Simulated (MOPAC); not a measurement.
Job for MOPAC: PM3 on BFH2Se (SMILES FB[SeH]), a point of a bond scan (R = 1.457 Å).

```
PM3 1SCF PRECISE CHARGE=0 THREADS=1
BFH2Se

B     -0.50635411 1    -0.90180536 1     0.69980998 1
F      0.53418172 1    -1.67152430 1     1.36881141 1
H     -1.64886171 1    -1.18176115 1     0.86909359 1
Se     0.04580074 1     0.56405598 1    -0.45090094 1
H     -1.33288088 1     0.92683336 1    -0.80944951 1
```

Output:

```
*******************************************************************************
 **                                                                           **
 **                              MOPAC v23.2.5                                **
 **                                                                           **
 *******************************************************************************
 ** MOPAC's Digital Object Identifier: https://doi.org/10.5281/zenodo.6511958 **
 **                                                                           **
 ** Please cite the open-source release paper for use of this MOPAC version:  **
 ** J. E. Moussa and J. J. P. Stewart (2026)                                  **
 ** MOPAC: An open-source semiempirical molecular orbital program             **
 ** J. Open Source Softw., 11(119), 8025, https://doi.org/10.21105/joss.08025 **
 *******************************************************************************

                              PM3 CALCULATION RESULTS

 *******************************************************************************
 *  PM3        - The PM3 Hamiltonian to be used
 *
 *
 *
 *                 CHARGE ON SYSTEM = 0
 *
 *
 *
 *  PRECISE    - TIGHTER CRITERIA TO BE USED
 *  1SCF       - DO 1 SCF AND THEN STOP
 *  THREADS=1  - MULTI-THREADING NOT USED
 *  T=         - A TIME OF 172800.0 SECONDS REQUESTED
 *  DUMP=N     - RESTART FILE WRITTEN EVERY 7200.0 SECONDS REQUESTED
 *******************************************************************************
PM3 1SCF PRECISE CHARGE=0 THREADS=1
 BFH2Se

   ATOM   CHEMICAL          X               Y               Z
  NUMBER   SYMBOL      (ANGSTROMS)     (ANGSTROMS)     (ANGSTROMS)

     1       B         -0.50635411  *  -0.90180536  *   0.69980998  *
     2       F          0.53418172  *  -1.67152430  *   1.36881141  *
     3       H         -1.64886171  *  -1.18176115  *   0.86909359  *
     4      Se          0.04580074  *   0.56405598  *  -0.45090094  *
     5       H         -1.33288088  *   0.92683336  *  -0.80944951  *



          CARTESIAN COORDINATES

    NO.       ATOM           X           Y           Z

     1         B         -0.5064     -0.9018      0.6998
     2         F          0.5342     -1.6715      1.3688
     3         H         -1.6489     -1.1818      0.8691
     4        Se          0.0458      0.5641     -0.4509
     5         H         -1.3329      0.9268     -0.8094

  H: (PM3): J. J. P. STEWART, J. COMP. CHEM. 10, 209 (1989).
  B: (PM3): J. J. P. STEWART, J. MOL. MOD., 10, 155-164 (2004)
  F: (PM3): J. J. P. STEWART, J. COMP. CHEM. 10, 209 (1989).
 Se: (PM3): J. J. P. STEWART, J. COMP. CHEM. 12, 320-341 (1991).

           Empirical Formula: H2 B F Se  =     5 atoms



      MOLECULAR POINT GROUP   :   Cs


      RHF CALCULATION, NO. OF DOUBLY OCCUPIED LEVELS = 9


 -------------------------------------------------------------------------------
 PM3 1SCF PRECISE CHARGE=0 THREADS=1
 BFH2Se



     1SCF WAS SPECIFIED, SO BFGS WAS NOT USED
     SCF FIELD WAS ACHIEVED


                              PM3 CALCULATION
                                                       MOPAC v23.2.5 Linux




          FINAL HEAT OF FORMATION =        -65.93264 KCAL/MOL =    -275.86218 KJ/MOL


          COSMO AREA              =         95.42 SQUARE ANGSTROMS
          COSMO VOLUME            =         79.35 CUBIC ANGSTROMS

          IONIZATION POTENTIAL    =         10.738726 EV
          HOMO LUMO ENERGIES (EV) =        -10.739 -1.196
          NO. OF FILLED LEVELS    =          9
          MOLECULAR WEIGHT        =        110.7842         POINT GROUP:  Cs

          MOLECULAR DIMENSIONS (Angstroms)

            Atom       Atom       Distance
            H     5    F     2     3.87069
            H     3   Se     4     2.54125
            F     2    B     1     0.00000


          SCF CALCULATIONS        =          1





   ATOM   CHEMICAL          X               Y               Z
  NUMBER   SYMBOL      (ANGSTROMS)     (ANGSTROMS)     (ANGSTROMS)

     1       B         -0.50635411  *  -0.90180536  *   0.69980998  *
     2       F          0.53418172  *  -1.67152430  *   1.36881141  *
     3       H         -1.64886171  *  -1.18176115  *   0.86909359  *
     4      Se          0.04580074  *   0.56405598  *  -0.45090094  *
     5       H         -1.33288088  *   0.92683336  *  -0.80944951  *

                             CARTESIAN COORDINATES

   1    B       -0.506354110    -0.901805360     0.699809980
   2    F        0.534181720    -1.671524300     1.368811410
   3    H       -1.648861710    -1.181761150     0.869093590
   4   Se        0.045800740     0.564055980    -0.450900940
   5    H       -1.332880880     0.926833360    -0.809449510


           Empirical Formula: H2 B F Se  =     5 atoms



      MOLECULAR POINT GROUP   :   Cs


                  EIGENVALUES
 -25.65494 -22.13021 -18.83532 -17.81913 -17.05546 -15.76130 -13.80187 -11.08338
 -10.73873  -1.19561  -0.39977  -0.32704   2.82164   3.40369


              NET ATOMIC CHARGES AND DIPOLE CONTRIBUTIONS

  ATOM NO.   TYPE          CHARGE      No. of ELECS.   s-Pop       p-Pop
    1          B          -0.134406        3.1344     1.11894     2.01546
    2          F          -0.107959        7.1080     1.63930     5.46866
    3          H           0.093592        0.9064     0.90641
    4         Se           0.129238        5.8708     1.84503     4.02573
    5          H           0.019535        0.9805     0.98046
 DIPOLE           X         Y         Z       TOTAL
 POINT-CHG.    -0.788     1.355    -1.127     1.930
 HYBRID        -1.028    -0.632     0.458     1.291
 SUM           -1.816     0.722    -0.669     2.065


          ATOMIC ORBITAL ELECTRON POPULATIONS

     Atom    s        px        py        pz
    1  B   1.11894   0.86022   0.63633   0.51892
    2  F   1.63930   1.79874   1.83374   1.83618
    3  H   0.90641
    4 Se   1.84503   1.11651   1.37947   1.52975
    5  H   0.98046

 **********************
 *                    *
 * JOB ENDED NORMALLY *
 *                    *
 **********************




 == MOPAC DONE ==
```

The run finished.

Cost: very roughly 0.03 core-seconds.
